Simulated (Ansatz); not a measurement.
A structure relaxed at PBE-D4/def2-TZVP in Ansatz, charge 0, singlet:

```xyz
6

Zr   -0.248   -0.143    0.018
O    -1.347   -1.666    0.629
O    -1.663   -1.272   -0.772
O     1.414   -0.565   -0.477
H     1.215    1.600    0.173
H     0.628    2.045    0.428
```

Problem. Give its formula and point group.

Solution. the cluster ZrO₃H₂. Point group Cs (tolerance 0.1 Å).

Problem. Summarise the bond lengths by kind (pairs closer than 1.2 times the sum of covalent radii, bridged metal pairs left out).

Solution. 3 × O–Zr 1.78 to 1.98 Å; 1 × O–O 1.49 Å; 2 × H–Zr 2.28 to 2.39 Å. The metal has 5 neighbours: O 1.98 Å, O 1.98 Å, O 1.78 Å, H 2.28 Å, H 2.39 Å.

In the def2 sets Zr takes a core potential; there is no spin–orbit coupling. The structure holds 1 bond(s) between oxygen atoms. In the singlet, H5 and H6 lie 0.78 Å apart (atoms count from 1), so H2 has formed as a molecule. Another isomer (singlet) lies 5.21 eV lower at PBE0-D4/def2-TZVP; other spin states weren't run for this one.
